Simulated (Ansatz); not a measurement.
Start from `ClC(Cl)(Cl)Br` and change one atom or group to get `ClC(Cl)(Br)Br`.

Ansatz, PBE0-D4/def2-TZVP geometries, multiplicity 1. 

Scalar relativity is left out up to krypton. Spin–orbit coupling is left out; it splits and shifts lone-pair levels of the heavy atoms by tenths of an eV.

```csv
property,`ClC(Cl)(Cl)Br`
size of the dipole moment (PBE/def2-TZVPP) / D,0.05
HOMO energy (ωB97M-V/def2-TZVPP) / eV,-10.85
LUMO energy (ωB97M-V/def2-TZVPP) / eV,0.32
HOMO–LUMO gap (PBE/def2-TZVPP) / eV,4.36
"ideal-gas entropy at 298 K and 1 bar (rigid rotor, harmonic PBE0-D4/def2-TZVP) / J/(mol·K)",333
zero-point energy (PBE0-D4/def2-TZVP) / kJ/mol,23.7
```

Question: What does the change do to each property? (An estimate is asked.)

Answer: The calculation gave: 
```
                                                                                  property  `ClC(Cl)(Br)Br`  shift
                                            size of the dipole moment (PBE/def2-TZVPP) / D             0.05   0.00
                                                     HOMO energy (ωB97M-V/def2-TZVPP) / eV           -10.58   0.27
                                                     LUMO energy (ωB97M-V/def2-TZVPP) / eV             0.04  -0.28
                                                       HOMO–LUMO gap (PBE/def2-TZVPP) / eV             3.93  -0.43
ideal-gas entropy at 298 K and 1 bar (rigid rotor, harmonic PBE0-D4/def2-TZVP) / J/(mol·K)              348     15
                                            zero-point energy (PBE0-D4/def2-TZVP) / kJ/mol             22.1   -1.6
```

With PBE0 the HOMO rises by 0.25 eV and the LUMO falls by 0.26 eV, so the gap narrows by about 0.51 eV. PBE moves the HOMO by 0.21 eV and ωB97M-V by 0.27 eV.
